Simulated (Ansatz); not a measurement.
## Nudged elastic band run: C₃H₅BCl₂

The input (input.yaml):

```yaml
crystal:
  periodic: [false, false, false]
  atoms:
    - { symbol: B, position_ang: [-1.287295, -0.534859, 0.919345] }
    - { symbol: C, position_ang: [-0.500698, -0.009987, -0.291315] }
    - { symbol: Cl, position_ang: [-1.415875, 0.695601, -1.644571] }
    - { symbol: C, position_ang: [0.894766, -0.544829, -0.637045] }
    - { symbol: C, position_ang: [0.825359, 0.728058, 0.119664] }
    - { symbol: Cl, position_ang: [1.222978, 2.256785, -0.641686] }
    - { symbol: H, position_ang: [-0.651085, -1.049509, 1.822581] }
    - { symbol: H, position_ang: [-2.490549, -0.414271, 1.008596] }
    - { symbol: H, position_ang: [1.157954, -0.465871, -1.702645] }
    - { symbol: H, position_ang: [1.244052, -1.45572, -0.125883] }
    - { symbol: H, position_ang: [1.065792, 0.737603, 1.193359] }
basis:
  gaussian: { orbitals: def2-SVP }
hamiltonian:
  xc: pbe
  dispersion: d4
neb:
  order_check: false
  images: 9
  f_tol: 0.03
  max_iterations: 60
  final_atoms:
    - { symbol: B, position_ang: [-0.75731016, -1.16359532, 0.92552106] }
    - { symbol: C, position_ang: [-0.89144725, -0.01301177, -0.11985721] }
    - { symbol: Cl, position_ang: [-1.84398507, -0.45589521, -1.62601173] }
    - { symbol: C, position_ang: [0.27748577, 0.83608915, -0.51598654] }
    - { symbol: C, position_ang: [1.55525425, 0.48047496, -0.28551956] }
    - { symbol: Cl, position_ang: [2.91062962, 1.45026224, -0.7529299] }
    - { symbol: H, position_ang: [-1.60870718, 0.62880244, 0.46819403] }
    - { symbol: H, position_ang: [-1.47408552, -2.14089612, 0.87989561] }
    - { symbol: H, position_ang: [0.06304858, 1.7761851, -1.04991284] }
    - { symbol: H, position_ang: [-0.0061853, -1.00380567, 1.86983194] }
    - { symbol: H, position_ang: [1.84070126, -0.4516088, 0.22717514] }
  initial_path:
    images:
      - { positions_ang: [[-1.287295, -0.534859, 0.919345], [-0.500698, -0.009987, -0.291315], [-1.415875, 0.695601, -1.644571], [0.894766, -0.544829, -0.637045], [0.825359, 0.728058, 0.119664], [1.222978, 2.256785, -0.641686], [-0.651085, -1.049509, 1.822581], [-2.490549, -0.414271, 1.008596], [1.157954, -0.465871, -1.702645], [1.244052, -1.45572, -0.125883], [1.065792, 0.737603, 1.193359]] }
      - { positions_ang: [[-1.25344514, -0.56936288, 0.92112141], [-0.48490194, 0.02037999, -0.27949211], [-1.41997174, 0.74810441, -1.6146998], [0.89667669, -0.53930707, -0.66673446], [0.85348086, 0.72136329, 0.11252278], [1.27454833, 2.240146, -0.67298497], [-0.77568079, -0.87632304, 1.85650666], [-2.31017197, -0.673503, 0.94263684], [1.13403012, -0.44012314, -1.72563599], [1.02620815, -1.37674063, -0.03462217], [1.12462642, 0.68836707, 1.18178181]] }
      - { positions_ang: [[-1.21959527, -0.60386675, 0.92289782], [-0.46910588, 0.05074698, -0.26766921], [-1.42406848, 0.80060781, -1.5848286], [0.89858738, -0.53378514, -0.69642393], [0.88160273, 0.71466858, 0.10538155], [1.32611867, 2.22350701, -0.70428393], [-0.90027658, -0.70313707, 1.89043231], [-2.12979494, -0.93273501, 0.87667767], [1.11010624, -0.41437527, -1.74862698], [0.80836429, -1.29776126, 0.05663867], [1.18346084, 0.63913113, 1.17020462]] }
      - { positions_ang: [[-1.18574541, -0.63837063, 0.92467423], [-0.45330983, 0.08111396, -0.25584632], [-1.42816522, 0.85311122, -1.5549574], [0.90049806, -0.52826321, -0.72611339], [0.90972459, 0.70797386, 0.09824033], [1.377689, 2.20686801, -0.7355829], [-1.02487238, -0.52995111, 1.92435797], [-1.9494179, -1.19196701, 0.81071851], [1.08618237, -0.38862741, -1.77161796], [0.59052044, -1.21878189, 0.1478995], [1.24229526, 0.5898952, 1.15862743]] }
      - { positions_ang: [[-1.15189554, -0.6728745, 0.92645064], [-0.43751377, 0.11148095, -0.24402342], [-1.43226196, 0.90561463, -1.5250862], [0.90240875, -0.52274128, -0.75580285], [0.93784646, 0.70127915, 0.09109911], [1.42925934, 2.19022901, -0.76688186], [-1.14946817, -0.35676514, 1.95828362], [-1.76904087, -1.45119901, 0.74475935], [1.06225849, -0.36287954, -1.79460895], [0.37267659, -1.13980252, 0.23916034], [1.30112968, 0.54065926, 1.14705024]] }
      - { positions_ang: [[-1.11804568, -0.70737838, 0.92822705], [-0.42171771, 0.14184794, -0.23220053], [-1.4363587, 0.95811803, -1.49521501], [0.90431944, -0.51721935, -0.78549231], [0.96596832, 0.69458444, 0.08395788], [1.48082967, 2.17359001, -0.79818083], [-1.27406396, -0.18357918, 1.99220928], [-1.58866384, -1.71043102, 0.67880019], [1.03833461, -0.33713168, -1.81759994], [0.15483274, -1.06082315, 0.33042117], [1.35996411, 0.49142333, 1.13547305]] }
      - { positions_ang: [[-1.04589858, -0.79862176, 0.92768585], [-0.51566362, 0.110876, -0.20973187], [-1.51788397, 0.67531539, -1.52137435], [0.7789527, -0.24655765, -0.73159116], [1.0838255, 0.65176254, 0.01006239], [1.76678966, 2.02892446, -0.78913064], [-1.3409926, -0.02110285, 1.68740623], [-1.56574818, -1.79652404, 0.71901927], [0.84327741, 0.08553168, -1.66406252], [0.12262913, -1.04941966, 0.63830333], [1.45611154, 0.3028169, 0.95381347]] }
      - { positions_ang: [[-0.97375147, -0.88986515, 0.92714465], [-0.60960953, 0.07990406, -0.1872632], [-1.59940925, 0.39251274, -1.5475337], [0.65358597, 0.02410405, -0.67769], [1.20168269, 0.60894065, -0.06383309], [2.05274965, 1.8842589, -0.78008045], [-1.40792125, 0.14137347, 1.38260318], [-1.54283251, -1.88261706, 0.75923835], [0.6482202, 0.50819504, -1.5105251], [0.09042552, -1.03801616, 0.94618548], [1.55225897, 0.11421048, 0.77215388]] }
      - { positions_ang: [[-0.90160437, -0.98110854, 0.92660345], [-0.70355543, 0.04893211, -0.16479454], [-1.68093452, 0.10971009, -1.57369304], [0.52821924, 0.29476575, -0.62378885], [1.31953988, 0.56611875, -0.13772858], [2.33870964, 1.73959335, -0.77103027], [-1.47484989, 0.30384979, 1.07780013], [-1.51991685, -1.96871008, 0.79945744], [0.45316299, 0.93085839, -1.35698768], [0.05822192, -1.02661266, 1.25406764], [1.6484064, -0.07439595, 0.5904943]] }
      - { positions_ang: [[-0.82945726, -1.07235193, 0.92606226], [-0.79750134, 0.01796017, -0.14232587], [-1.76245979, -0.17309256, -1.59985239], [0.4028525, 0.56542745, -0.5698877], [1.43739706, 0.52329685, -0.21162407], [2.62466963, 1.59492779, -0.76198008], [-1.54177853, 0.46632612, 0.77299708], [-1.49700119, -2.0548031, 0.83967652], [0.25810579, 1.35352175, -1.20345026], [0.02601831, -1.01520917, 1.56194979], [1.74455383, -0.26300238, 0.40883472]] }
      - { positions_ang: [[-0.75731016, -1.16359532, 0.92552106], [-0.89144725, -0.01301177, -0.11985721], [-1.84398507, -0.45589521, -1.62601173], [0.27748577, 0.83608915, -0.51598654], [1.55525425, 0.48047496, -0.28551956], [2.91062962, 1.45026224, -0.7529299], [-1.60870718, 0.62880244, 0.46819403], [-1.47408552, -2.14089612, 0.87989561], [0.06304858, 1.7761851, -1.04991284], [-0.0061853, -1.00380567, 1.86983194], [1.84070126, -0.4516088, 0.22717514]] }
```

Run as:

```bash
$ ansatz run input.yaml --threads 2 --pin off --max-ram 3072MiB --backend cpu --events-out ev --progress --plain --runs-dir out
```

Output, in part (warnings, iteration lines):

```
NEB end point (image 0): max|allowed force component| = 1.291e-2 eV/Å (the criterion of neb.relax_end_points is 1.000e-2)
NEB end point (image 10): max|allowed force component| = 1.684e-2 eV/Å (the criterion of neb.relax_end_points is 1.000e-2)
NEB iter   1: max|band force component| = 5.411e1 eV/Å  barrier→ = 14.6499 eV  barrier← = 14.6016 eV  Δτ_max = 0.2000 Å  (366 SCF iters)
NEB iter   2: max|band force component| = 4.670e0 eV/Å  barrier→ = 4.2429 eV  barrier← = 4.1945 eV  Δτ_max = 0.2000 Å  (320 SCF iters)
NEB iter   3: max|band force component| = 2.186e0 eV/Å  barrier→ = 4.1295 eV  barrier← = 4.0812 eV  Δτ_max = 0.1990 Å  (320 SCF iters)
NEB iter   4: max|band force component| = 3.861e0 eV/Å  barrier→ = 4.5356 eV  barrier← = 4.4872 eV  Δτ_max = 0.0998 Å  (314 SCF iters)
NEB iter   5: max|band force component| = 3.719e0 eV/Å  barrier→ = 3.8732 eV  barrier← = 3.8249 eV  Δτ_max = 0.1011 Å  (285 SCF iters)
NEB iter   6: max|band force component| = 2.151e0 eV/Å  barrier→ = 3.0849 eV  barrier← = 3.0366 eV  Δτ_max = 0.2000 Å  (289 SCF iters)
NEB iter   7: max|band force component| = 1.978e0 eV/Å  barrier→ = 3.1116 eV  barrier← = 3.0632 eV  Δτ_max = 0.1998 Å  (305 SCF iters)
NEB iter   8: max|band force component| = 2.241e0 eV/Å  barrier→ = 3.3482 eV  barrier← = 3.2999 eV  Δτ_max = 0.1002 Å  (309 SCF iters)
NEB iter   9: max|band force component| = 1.490e0 eV/Å  barrier→ = 3.1709 eV  barrier← = 3.1226 eV  Δτ_max = 0.2000 Å  (283 SCF iters)
NEB iter  10: max|band force component| = 2.352e0 eV/Å  barrier→ = 2.9647 eV  barrier← = 2.9163 eV  Δτ_max = 0.1007 Å  (304 SCF iters)
NEB iter  11: max|band force component| = 1.128e0 eV/Å  barrier→ = 2.5480 eV  barrier← = 2.4996 eV  Δτ_max = 0.1998 Å  (279 SCF iters)
NEB iter  12: max|band force component| = 1.762e0 eV/Å  barrier→ = 2.5760 eV  barrier← = 2.5277 eV  Δτ_max = 0.0982 Å  (294 SCF iters)
NEB iter  13: max|band force component| = 1.411e0 eV/Å  barrier→ = 2.5512 eV  barrier← = 2.5028 eV  Δτ_max = 0.2000 Å  (279 SCF iters)
NEB iter  14: max|band force component| = 8.862e-1 eV/Å  barrier→ = 2.7826 eV  barrier← = 2.7342 eV  Δτ_max = 0.1996 Å  (301 SCF iters)
NEB iter  15: max|band force component| = 1.017e0 eV/Å  barrier→ = 3.0266 eV  barrier← = 2.9782 eV  Δτ_max = 0.1000 Å  (296 SCF iters)
NEB iter  16: max|band force component| = 6.493e-1 eV/Å  barrier→ = 3.0568 eV  barrier← = 3.0085 eV  Δτ_max = 0.0997 Å  (275 SCF iters)
NEB iter  17: max|band force component| = 5.777e-1 eV/Å  barrier→ = 2.8980 eV  barrier← = 2.8497 eV  Δτ_max = 0.1004 Å  (279 SCF iters)
NEB iter  18: max|band force component| = 6.356e-1 eV/Å  barrier→ = 2.6165 eV  barrier← = 2.5681 eV  Δτ_max = 0.0502 Å  (278 SCF iters)
NEB iter  19: max|band force component| = 1.325e0 eV/Å  barrier→ = 2.5578 eV  barrier← = 2.5094 eV  CI = image 3  Δτ_max = 0.0500 Å  (282 SCF iters)
NEB iter  20: max|band force component| = 1.365e0 eV/Å  barrier→ = 2.5389 eV  barrier← = 2.4906 eV  CI = image 3  Δτ_max = 0.0999 Å  (285 SCF iters)
NEB iter  21: max|band force component| = 1.232e0 eV/Å  barrier→ = 2.4748 eV  barrier← = 2.4265 eV  CI = image 3  Δτ_max = 0.1995 Å  (279 SCF iters)
NEB iter  22: max|band force component| = 1.160e0 eV/Å  barrier→ = 2.2457 eV  barrier← = 2.1974 eV  CI = image 3  Δτ_max = 0.2000 Å  (282 SCF iters)
NEB iter  23: max|band force component| = 2.091e0 eV/Å  barrier→ = 2.1507 eV  barrier← = 2.1024 eV  CI = image 4  Δτ_max = 0.1000 Å  (285 SCF iters)
NEB iter  24: max|band force component| = 1.826e0 eV/Å  barrier→ = 2.1772 eV  barrier← = 2.1288 eV  CI = image 4  Δτ_max = 0.1984 Å  (277 SCF iters)
NEB iter  25: max|band force component| = 1.542e0 eV/Å  barrier→ = 2.2527 eV  barrier← = 2.2044 eV  CI = image 4  Δτ_max = 0.2000 Å  (306 SCF iters)
NEB iter  26: max|band force component| = 1.513e0 eV/Å  barrier→ = 2.3058 eV  barrier← = 2.2574 eV  CI = image 4  Δτ_max = 0.2000 Å  (287 SCF iters)
NEB iter  27: max|band force component| = 1.467e0 eV/Å  barrier→ = 2.4421 eV  barrier← = 2.3937 eV  CI = image 4  Δτ_max = 0.2000 Å  (286 SCF iters)
NEB iter  28: max|band force component| = 1.725e0 eV/Å  barrier→ = 2.8557 eV  barrier← = 2.8074 eV  CI = image 4  Δτ_max = 0.2000 Å  (300 SCF iters)
NEB iter  29: max|band force component| = 1.133e0 eV/Å  barrier→ = 2.8847 eV  barrier← = 2.8364 eV  CI = image 4  Δτ_max = 0.1999 Å  (299 SCF iters)
NEB iter  30: max|band force component| = 3.471e0 eV/Å  barrier→ = 2.7708 eV  barrier← = 2.7225 eV  CI = image 4  Δτ_max = 0.1001 Å  (297 SCF iters)
NEB iter  31: max|band force component| = 8.371e-1 eV/Å  barrier→ = 2.6559 eV  barrier← = 2.6076 eV  CI = image 4  Δτ_max = 0.1993 Å  (284 SCF iters)
NEB iter  32: max|band force component| = 6.696e-1 eV/Å  barrier→ = 2.5480 eV  barrier← = 2.4996 eV  CI = image 4  Δτ_max = 0.1985 Å  (283 SCF iters)
NEB iter  33: max|band force component| = 5.083e-1 eV/Å  barrier→ = 2.4916 eV  barrier← = 2.4432 eV  CI = image 4  Δτ_max = 0.1991 Å  (285 SCF iters)
NEB iter  34: max|band force component| = 5.311e-1 eV/Å  barrier→ = 2.4040 eV  barrier← = 2.3557 eV  CI = image 4  Δτ_max = 0.1001 Å  (280 SCF iters)
NEB iter  35: max|band force component| = 5.308e-1 eV/Å  barrier→ = 2.3463 eV  barrier← = 2.2979 eV  CI = image 4  Δτ_max = 0.1003 Å  (283 SCF iters)
NEB iter  36: max|band force component| = 5.130e-1 eV/Å  barrier→ = 2.2851 eV  barrier← = 2.2368 eV  CI = image 4  Δτ_max = 0.1002 Å  (279 SCF iters)
NEB iter  37: max|band force component| = 5.660e-1 eV/Å  barrier→ = 2.2157 eV  barrier← = 2.1674 eV  CI = image 4  Δτ_max = 0.1002 Å  (279 SCF iters)
NEB iter  38: max|band force component| = 4.937e-1 eV/Å  barrier→ = 2.1023 eV  barrier← = 2.0540 eV  CI = image 4  Δτ_max = 0.1009 Å  (280 SCF iters)
NEB iter  39: max|band force component| = 7.728e-1 eV/Å  barrier→ = 2.1395 eV  barrier← = 2.0912 eV  CI = image 4  Δτ_max = 0.1009 Å  (279 SCF iters)
NEB iter  40: max|band force component| = 8.628e-1 eV/Å  barrier→ = 2.1267 eV  barrier← = 2.0784 eV  CI = image 4  Δτ_max = 0.0501 Å  (277 SCF iters)
NEB iter  41: max|band force component| = 8.000e-1 eV/Å  barrier→ = 2.0932 eV  barrier← = 2.0449 eV  CI = image 4  Δτ_max = 0.1006 Å  (287 SCF iters)
NEB iter  42: max|band force component| = 6.953e-1 eV/Å  barrier→ = 2.0275 eV  barrier← = 1.9791 eV  CI = image 4  Δτ_max = 0.1005 Å  (282 SCF iters)
NEB iter  43: max|band force component| = 8.531e-1 eV/Å  barrier→ = 1.9728 eV  barrier← = 1.9245 eV  CI = image 4  Δτ_max = 0.1008 Å  (282 SCF iters)
NEB iter  44: max|band force component| = 8.963e-1 eV/Å  barrier→ = 1.9319 eV  barrier← = 1.8836 eV  CI = image 4  Δτ_max = 0.0503 Å  (279 SCF iters)
NEB iter  45: max|band force component| = 8.995e-1 eV/Å  barrier→ = 1.9153 eV  barrier← = 1.8670 eV  CI = image 4  Δτ_max = 0.1003 Å  (285 SCF iters)
NEB iter  46: max|band force component| = 8.960e-1 eV/Å  barrier→ = 1.8937 eV  barrier← = 1.8453 eV  CI = image 4  Δτ_max = 0.1000 Å  (282 SCF iters)
NEB iter  47: max|band force component| = 8.530e-1 eV/Å  barrier→ = 1.9066 eV  barrier← = 1.8583 eV  CI = image 4  Δτ_max = 0.2000 Å  (281 SCF iters)
NEB iter  48: max|band force component| = 3.517e0 eV/Å  barrier→ = 1.9058 eV  barrier← = 1.8574 eV  CI = image 4  Δτ_max = 0.1004 Å  (305 SCF iters)
NEB iter  49: max|band force component| = 8.060e-1 eV/Å  barrier→ = 1.9304 eV  barrier← = 1.8820 eV  CI = image 4  Δτ_max = 0.1996 Å  (277 SCF iters)
NEB iter  50: max|band force component| = 5.224e-1 eV/Å  barrier→ = 1.8926 eV  barrier← = 1.8443 eV  CI = image 4  Δτ_max = 0.2000 Å  (282 SCF iters)
NEB iter  51: max|band force component| = 5.843e-1 eV/Å  barrier→ = 1.8771 eV  barrier← = 1.8287 eV  CI = image 4  Δτ_max = 0.1992 Å  (301 SCF iters)
NEB iter  52: max|band force component| = 3.547e0 eV/Å  barrier→ = 1.8750 eV  barrier← = 1.8267 eV  CI = image 4  Δτ_max = 0.0997 Å  (293 SCF iters)
NEB iter  53: max|band force component| = 4.521e-1 eV/Å  barrier→ = 1.8746 eV  barrier← = 1.8262 eV  CI = image 4  Δτ_max = 0.2000 Å  (278 SCF iters)
NEB iter  54: max|band force component| = 3.541e-1 eV/Å  barrier→ = 1.8741 eV  barrier← = 1.8258 eV  CI = image 4  Δτ_max = 0.1997 Å  (285 SCF iters)
NEB iter  55: max|band force component| = 5.195e-1 eV/Å  barrier→ = 1.8739 eV  barrier← = 1.8255 eV  CI = image 4  Δτ_max = 0.1003 Å  (287 SCF iters)
NEB iter  56: max|band force component| = 4.559e-1 eV/Å  barrier→ = 1.8737 eV  barrier← = 1.8253 eV  CI = image 4  Δτ_max = 0.1006 Å  (284 SCF iters)
NEB iter  57: max|band force component| = 3.725e-1 eV/Å  barrier→ = 1.8736 eV  barrier← = 1.8252 eV  CI = image 4  Δτ_max = 0.1011 Å  (284 SCF iters)
NEB iter  58: max|band force component| = 4.518e-1 eV/Å  barrier→ = 1.8735 eV  barrier← = 1.8252 eV  CI = image 4  Δτ_max = 0.1010 Å  (253 SCF iters)
NEB iter  59: max|band force component| = 6.177e-1 eV/Å  barrier→ = 1.8735 eV  barrier← = 1.8252 eV  CI = image 4  Δτ_max = 0.1003 Å  (275 SCF iters)
NEB iter  60: max|band force component| = 8.005e-1 eV/Å  barrier→ = 1.8735 eV  barrier← = 1.8251 eV  CI = image 4  Δτ_max = 0.1002 Å  (277 SCF iters)
Error: NEB band did not converge after 60 iterations: max|band force component| = 8.00e-1 eV/Å (threshold 3.0e-2); raise `neb.max_iterations` in a new run, which can start from the last band evaluated (`neb.initial_path`, with `crystal.atoms` and `neb.final_atoms` set to its first and last images), …
```

It did not converge within its limit. The band didn't meet its force threshold, so its energies are provisional: the largest band force was still 0.80 eV/Å, and over the last iterations the top stayed at 1.87 eV. Neighbouring images lie up to 3.0 Å apart, so the band is torn or far too coarse. Inner images lie below an end point, which means an intermediate or an end that isn't the lowest structure nearby. The orbitals stay closed-shell, which can raise the energy where a bond breaks towards radicals; this wasn't checked here.

Final band (atoms are numbered from 1 in the order of the input):

```tsv
image	path coordinate (Å)	energy (eV)	B1–H7 (Å)	C2–C5 (Å)	C4–H10 (Å)
0	0.00	0.00	1.22	1.57	1.10
1	2.27	0.13	1.21	1.50	1.10
2	4.54	0.05	1.21	1.60	1.10
3	6.81	0.26	1.22	1.54	1.10
4	9.09	1.87	1.22	2.50	1.12
5	12.06	0.04	1.21	2.49	2.14
6	15.03	0.45	1.21	2.52	2.39
7	17.91	0.02	1.21	2.53	2.90
8	20.77	0.07	1.21	2.52	3.04
9	23.63	-0.06	2.29	2.53	2.84
10	26.47	0.05	2.04	2.50	3.03
```

Time of the run: 11 min on 2 threads of Intel(R) Xeon(R) 6975P-C (Granite Rapids) (shared host), peak memory 0.19 GiB.
